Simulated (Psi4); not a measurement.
C₇H₇O, doublet (typed; the unrestricted solution is spin-contaminated), geometry from GFN2-xTB. Base run: HF/3-21G in Psi4 1.11.

Geometry (Å):
```xyz
15

C     -2.7749    -0.3140    -0.0980
C     -1.2979    -0.1387    -0.0362
C     -0.4554    -1.2627     0.0236
C      0.9004    -1.1328     0.0660
C      1.5381     0.1712     0.0512
O      2.7670     0.3061     0.0900
C      0.6355     1.3058    -0.0131
C     -0.7178     1.1393    -0.0544
H     -3.1031    -1.0723     0.6114
H     -3.0647    -0.6551    -1.0937
H     -3.2937     0.6190     0.1068
H     -0.9059    -2.2461     0.0365
H      1.5479    -1.9955     0.1130
H      1.0823     2.2886    -0.0259
H     -1.3665     2.0036    -0.1016
```
Charge 0, spin multiplicity 2.
Orbitals are unrestricted.
All else is at Psi4's defaults (density fitting, Cartesian functions).

Variants of this job, named by their change:

```
change                      E (Eh)  dipole (D)  <S^2>  core-seconds (rough)                outcome
----------------------  ----------  ----------  -----  --------------------  ---------------------
base                    -342.09326        3.30  1.346                     2              converged
functional = wb97x      -344.14289        4.03  0.825                    10              converged
functional = m06        -344.08816        4.02  0.802                    20              converged
functional = pw6b95     -344.66828        4.05  0.787                    20              converged
functional = r2scan     -344.04623        4.09  0.789                    20              converged
functional = svwn       -342.33032        4.19  0.755                     8              converged
functional = m06-l      -344.22861        4.04  0.782                    20              converged
functional = cam-b3lyp  -344.04892        3.98  0.817                    10              converged
functional = hse06      -343.86659        4.04  0.799                    30              converged
functional = b97m-v              -           -      -                     -  cut at the time limit
functional = pbe0       -343.83654        4.05  0.799                    10              converged
functional = bhhlyp     -344.03080        3.93  0.871                    10              converged
functional = scan       -344.08609        3.86  0.860                    20              converged
```

Total energies compare only within one method and basis.

Open shells are given as the SCF converged; they aren't shown to be the lowest states, and a large step between rows can be another state.
